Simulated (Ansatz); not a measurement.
Cost and result for the atomization energy of CH₅NSeSi (`[SiH3]/N=C\[SeH]`) (9 atoms, 8 bonds).

Z-matrix (Å, degrees):
```
Si
N 1 1.732
H 1 1.483 2 107.6
H 1 1.483 2 107.6 3 118.5
H 1 1.493 2 113.3 3 -120.8
C 2 1.247 1 131.9 3 121.1
Se 6 1.937 2 127.1 1 0.0
H 6 1.094 2 121.7 1 180.0
H 7 1.468 6 93.1 2 -179.9
```

Charge 0, multiplicity 1. Correlated methods include outer-core shells of Se, which these sets cover unevenly. Scalar relativity is left out up to krypton. Geometry: relaxed with PBE0-D4/def2-TZVP. It is one conformer, not always the lowest. Program: Ansatz. All runs use 4 threads of an Arm Neoverse V1 on a shared host. Times are those of one run each, without the atoms' runs, and a repeat can differ threefold. Electronic energies, without spin–orbit coupling; frozen cores. CCSD(T)/CBS adds CCSD(T) − MP2 in def2-TZVPP to the MP2 limit, and its time is that of the two runs behind it. T1 = 0.013. With those shells the extrapolation isn't a true limit. B3LYP takes the VWN-RPA correlation (the form of Gaussian; ORCA's B3LYP/G).

CCSD(T)/CBS is a level of theory with its own doubt, some kJ/mol a heavy atom from the limit and from the frozen cores, so smaller differences don't rank the functionals.

| level | functions | wall time | atomization (kcal/mol) | difference from CCSD(T)/CBS | per bond |
| --- | --- | --- | --- | --- | --- |
| PBE-D4/def2-TZVPP (with forces) | 222 | 2.5 s | 721.1 | 15.5 | 1.9 |
| PBE0-D4/def2-TZVPP | 222 | 3.2 s | 703.7 | -1.9 | -0.2 |
| B3LYP-D4/def2-TZVPP (with forces) | 222 | 4.8 s | 709.1 | 3.5 | 0.4 |
| r2SCAN-D4/def2-TZVPP (with forces) | 222 | 5.5 s | 706.5 | 0.9 | 0.1 |
| B2PLYP/def2-TZVPP | 222 | 7 s | 697.7 | -7.9 | -1.0 |
| ωB97X-V/def2-TZVPP | 222 | 8.5 s | 708.8 | 3.2 | 0.4 |
| ωB97M-V/def2-TZVPP (with forces) | 222 | 13 s | 705.0 | -0.6 | -0.1 |
| MP2/def2-QZVPP | 423 | 28 s | 703.6 | -2.0 | -0.2 |
| CCSD(T)/def2-TZVPP | 222 | 2.2 min | 683.4 | -22.2 | -2.8 |
| CCSD(T)/CBS(def2) | – | 2.7 min | 705.6 | 0.0 | 0.0 |

The D4 term adds +8.2 kcal/mol with B3LYP and +4.2 kcal/mol with PBE0; it sums over pairs of atoms, weighted by their polarisabilities, and B3LYP, whose exchange is more repulsive, gets the larger term. From PBE to PBE0 (25 % exact exchange), in def2-TZVPP and without D4, the atomization energy moves by −16.6 kcal/mol: exact exchange takes away binding that semilocal exchange gives to molecules. In def2-TZVPP, CCSD(T) changes the Hartree–Fock value by +200.8 kcal/mol (the triples alone add +13.5 kcal/mol) and MP2 by +207.9 kcal/mol; breaking electron pairs costs correlation energy, which Hartree–Fock lacks.
